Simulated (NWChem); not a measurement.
All runs are NWChem calculations. System: trans-dichloroethylene (C2H2Cl2), charge 0, spin multiplicity 1, at a geometry optimised with B3LYP/def2-SVP. Level: MP2/STO-3G, 12 core orbitals frozen.

The NWChem input:

```
start mol
memory heap 200 mb stack 900 mb global 1100 mb
geometry units angstroms nocenter noautoz
  Cl    -2.135063    -0.353957     0.000000
  C     -0.556591     0.367791     0.000000
  C      0.556591    -0.367791     0.000000
  Cl     2.135063     0.353957     0.000000
  H     -0.551022     1.459571     0.000000
  H      0.551022    -1.459571     0.000000
  symmetry group C2h
end
basis spherical
  * library sto-3g
end
scf
  rhf
  nopen 0
  maxiter 100
  thresh 1e-7
  semidirect memsize 60000000 filesize 0
end
mp2
  freeze core 12
end
task mp2 energy
```

NWChem printed:

```
             Northwest Computational Chemistry Package (NWChem) 7.3.0
             --------------------------------------------------------

                                NWChem Input Module
                                -------------------

 Scaling coordinates for geometry "geometry" by  1.889725989
 (inverse scale =  0.529177249)

 Turning off AUTOSYM since
 SYMMETRY directive was detected!

                             Geometry "geometry" -> ""
                             -------------------------

 Output coordinates in angstroms (scale by  1.889725989 to convert to a.u.)

  No.       Tag          Charge          X              Y              Z
 ---- ---------------- ---------- -------------- -------------- --------------
    1 Cl                  17.0000    -2.13506300    -0.35395700     0.00000000
    2 C                    6.0000    -0.55659100     0.36779100     0.00000000
    3 C                    6.0000     0.55659100    -0.36779100     0.00000000
    4 Cl                  17.0000     2.13506300     0.35395700     0.00000000
    5 H                    1.0000    -0.55102200     1.45957100     0.00000000
    6 H                    1.0000     0.55102200    -1.45957100     0.00000000

 Effective nuclear repulsion energy (a.u.)     174.5362518093

            Nuclear Dipole moment (a.u.)
            ----------------------------
        X                 Y               Z
 ---------------- ---------------- ----------------
     0.0000000000     0.0000000000     0.0000000000

      Symmetry information
      --------------------

 Group name             C2h
 Group number             21
 Group order               4
 No. of unique centers     3

      Symmetry unique atoms

     1    2    5


 Summary of "ao basis" -> "" (spherical)
 ------------------------------------------------------------------------------
       Tag                 Description            Shells   Functions and Types
 ---------------- ------------------------------  ------  ---------------------
 *                           sto-3g                   on all atoms

 Summary of "ao basis" -> "ao basis" (spherical)
 ------------------------------------------------------------------------------
       Tag                 Description            Shells   Functions and Types
 ---------------- ------------------------------  ------  ---------------------
 Cl                          sto-3g                  5        9   3s2p
 C                           sto-3g                  3        5   2s1p
 H                           sto-3g                  1        1   1s

                                 NWChem SCF Module
                                 -----------------

  ao basis        = "ao basis"
  functions       =    30
  atoms           =     6
  closed shells   =    24
  open shells     =     0
  charge          =   0.00
  wavefunction    = RHF
  use symmetry    = T
  symmetry adapt  = T

 Summary of "ao basis" -> "ao basis" (spherical)
 ------------------------------------------------------------------------------
       Tag                 Description            Shells   Functions and Types
 ---------------- ------------------------------  ------  ---------------------
 Cl                          sto-3g                  5        9   3s2p
 C                           sto-3g                  3        5   2s1p
 H                           sto-3g                  1        1   1s

      Symmetry analysis of basis
      --------------------------

        ag         12
[...]
   Bfn.  Coefficient  Atom+Function         Bfn.  Coefficient  Atom+Function
  ----- ------------  ---------------      ----- ------------  ---------------
    14      0.809509  2 C  pz                19     -0.809509  3 C  pz
     9     -0.201662  1 Cl pz                28      0.201662  4 Cl pz

 Vector   26  Occ=0.000000D+00  E= 3.055489D-01  Symmetry=bu
              MO Center=  2.6D-17,  3.2D-16, -1.5D-17, r^2= 3.2D+00
   Bfn.  Coefficient  Atom+Function         Bfn.  Coefficient  Atom+Function
  ----- ------------  ---------------      ----- ------------  ---------------
     7      0.645174  1 Cl px                26      0.645174  4 Cl px
    11     -0.533369  2 C  s                 16      0.533369  3 C  s
    12      0.417178  2 C  px                17      0.417178  3 C  px
    13      0.338607  2 C  py                18      0.338607  3 C  py
     6      0.333258  1 Cl s                 25     -0.333258  4 Cl s

 Vector   27  Occ=0.000000D+00  E= 4.285576D-01  Symmetry=ag
              MO Center=  2.2D-15,  1.8D-15, -4.2D-13, r^2= 2.9D+00
   Bfn.  Coefficient  Atom+Function         Bfn.  Coefficient  Atom+Function
  ----- ------------  ---------------      ----- ------------  ---------------
    11      0.626302  2 C  s                 16      0.626302  3 C  s
    12     -0.602774  2 C  px                17      0.602774  3 C  px
     7     -0.525715  1 Cl px                26      0.525715  4 Cl px
    29     -0.342416  5 H  s                 30     -0.342416  6 H  s
     6     -0.316485  1 Cl s                 25     -0.316485  4 Cl s

 center of mass
 --------------
 x =   0.00000000 y =   0.00000000 z =   0.00000000

 moments of inertia (a.u.)
 ------------------
          58.218004363689        -165.408968123254           0.000000000000
        -165.408968123254        1167.229631909787           0.000000000000
           0.000000000000           0.000000000000        1225.447636273476

  Mulliken analysis of the total density
  --------------------------------------

    Atom       Charge   Shell Charges
 -----------   ------   -------------------------------------------------------
    1 Cl  17    17.10   2.00  2.00  5.99  1.95  5.17
    2 C    6     6.01   1.99  1.17  2.85
    3 C    6     6.01   1.99  1.17  2.85
    4 Cl  17    17.10   2.00  2.00  5.99  1.95  5.17
    5 H    1     0.88   0.88
    6 H    1     0.88   0.88

       Multipole analysis of the density wrt the origin
       ------------------------------------------------

     L   x y z        total         open         nuclear
     -   - - -        -----         ----         -------
     0   0 0 0     -0.000000      0.000000     48.000000

     1   1 0 0     -0.000000      0.000000      0.000000
     1   0 1 0      0.000000      0.000000      0.000000
     1   0 0 1     -0.000000      0.000000      0.000000

     2   2 0 0    -31.155307      0.000000    568.919002
     2   1 1 0     -1.682352      0.000000     77.240248
     2   1 0 1     -0.000000      0.000000      0.000000
     2   0 2 0    -24.256571      0.000000     36.223614
     2   0 1 1     -0.000000      0.000000      0.000000
     2   0 0 2    -26.055371      0.000000      0.000000

                   NWChem MP2 Semi-direct Energy/Gradient Module
                   ---------------------------------------------

  Basis functions       =     30
  Molecular orbitals    =     30
  Frozen core           =     12
  Frozen virtuals       =      0
  Active alpha occupied =     12
  Active beta occupied  =     12
  Active alpha virtual  =      6
  Active beta virtual   =      6
  Use MO symmetry       = T
  Use skeleton AO sym   = T

  AO/Fock/Back tols     =   1.0D-09  1.0D-09  1.0D-09

 GA uses MA = F    GA memory limited = T

 Available:
  local mem=  1.26D+08
 global mem=  1.44D+08
 local disk=  0.00D+00
  mp2_memr nvloc                     6
  nvloc new                     6
   1 passes of  12:        2097152                       2496                    106362.
   1 passes of  12: M    126155158           G      144177400           F     124058006.

 Semi-direct pass number   1 of   1  for RHF alpha+beta  at        0.1s
  vrange nnbf                   428
  mp2_eaftype                    10  avail_ma_in_mb                  1099
 EAF : mp2_eaftype filesize          10      53181.
  mp2_eaf for mointskh                     10
Node 0 wrote      0.2 Mb in      0.0 s     Agg I/O rate:  2184.5 Mb/s
 Done moints_semi at        0.2s
  mp2_eaftype                    10  avail_ma_in_mb                  1089
 EAF : mp2_eaftype filesize          10      53181.
  mp2_eaf for kh                    10
 Done maket at        0.2s
 Done multipass loop at        0.2s

          -------------------------------------------
          SCF energy                -985.074964319119
          Correlation energy          -0.138734377009
          Singlet pairs               -0.105413483535
          Triplet pairs               -0.033320893474
          Total MP2 energy          -985.213698696128
          -------------------------------------------

          ---------------------------------------------------
                    Spin Component Scaled (SCS) MP2
          Same spin pairs                     -0.022213928983
          Same spin scaling factor             0.333333333333
          Opposite spin pairs                 -0.116520448026
          Opposite spin scaling fact.          1.200000000000
          SCS-MP2 correlation energy          -0.147229180626
          Total SCS-MP2 energy              -985.222193499745
          ---------------------------------------------------

 -----------------------
 Performance information
 -----------------------

 Timer overhead =  9.57D-08 seconds/call

               Nr. of calls         CPU time (s)                 Wall time (s)                GFlops
             ---------------    -------------------     ------------------------------   -------------------
Name         Min   Avg   Max    Min     Avg     Max     Min     Avg     Max   Mx/calls   Min     Max     Sum
mp2: moin     1     1     1   9.46E-2 9.46E-2 9.46E-2  9.46E-2 9.46E-2 9.46E-2 9.46E-2   0.0     0.0     0.0
mp2: make     1     1     1   1.00E-3 1.00E-3 1.00E-3  1.00E-3 1.00E-3 1.00E-3 1.00E-3   0.0     0.0     0.0
mp2: tota     1     1     1   0.10    0.10    0.10     0.10    0.10    0.10    0.10      0.0     0.0     0.0

 The average no. of pstat calls per process was 3.00D+00
 with a timing overhead of 2.87D-07s

 Task  times  cpu:        0.2s     wall:        0.2s

 Total times  cpu:        0.2s     wall:        0.2s
```
